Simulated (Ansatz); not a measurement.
Cost and result up the ladder for `OB(O)C12CC3CC(CC(C3)C1)C2` (30 atoms). Total charge 0; singlet. Geometry: PBE-D4/def2-SVP.

Cartesian coordinates in Å:
```
O -2.464 -0.574 2.289
B -2.317 0.117 1.105
O -3.338 0.816 0.501
C -0.892 0.080 0.406
C 0.212 0.515 1.411
C 1.605 0.424 0.758
C 1.655 1.344 -0.477
C 0.582 0.904 -1.492
C 0.853 -0.551 -1.924
C 0.802 -1.474 -0.691
C 1.873 -1.031 0.326
C -0.591 -1.382 -0.037
C -0.811 0.994 -0.840
H -3.358 -0.537 2.674
H -4.186 0.783 0.978
H 0.169 -0.126 2.317
H 0.023 1.558 1.749
H 2.377 0.742 1.492
H 2.664 1.304 -0.944
H 1.482 2.399 -0.174
H 0.617 1.568 -2.383
H 0.096 -0.874 -2.673
H 1.847 -0.627 -2.417
H 0.994 -2.524 -1.001
H 1.858 -1.701 1.212
H 2.886 -1.115 -0.125
H -0.647 -2.060 0.841
H -1.366 -1.724 -0.758
H -1.596 0.706 -1.572
H -1.029 2.046 -0.552
```

Ansatz on 4 threads of Intel Xeon on a shared host. Times are rough, and most runs start from the orbitals of an earlier one. PBE0-D4/def2-TZVP serves as the yardstick here, not as an exact answer. Differences are given only for rows in sets of like size (and for xTB, whose basis is part of the method), since another set adds its own error. Binding counts from free atoms at the same level (O triplet, B doublet, C triplet, H doublet; other spins of the atoms weren't run), without zero-point energy or a counterpoise term.

B3LYP takes the VWN-RPA correlation. Correlated methods freeze 13 core orbitals. The rows differ in basis, and correlated rows in double-zeta sets carry the largest basis error.

Correlated methods converge slowly with the basis, most of all in double-zeta sets.

```tsv
level	functions	wall time	binding energy per atom (eV)	difference from PBE0-D4/def2-TZVP (eV)
HF/STO-3G	82	2.2 s	4.16	–
HF/6-31G	151	6.5 s	3.23	–
PBE-D4/def2-SVP	267	10 s	4.75	–
B3LYP-D4/6-31G	151	11 s	4.46	–
PBE0-D4/def2-SVP	267	17 s	4.68	–
MP2/def2-SVP	267	21 s	4.49	–
PBE-D4/def2-TZVP (with forces)	505	31 s	4.68	0.07
r2SCAN-D4/def2-TZVP	505	38 s	4.58	-0.03
B3LYP-D4/def2-TZVP	505	50 s	4.55	-0.06
B97M-V/def2-TZVP	505	86 s	4.56	-0.05
PBE0-D4/def2-TZVP (with forces)	505	89 s	4.61	0.00
```
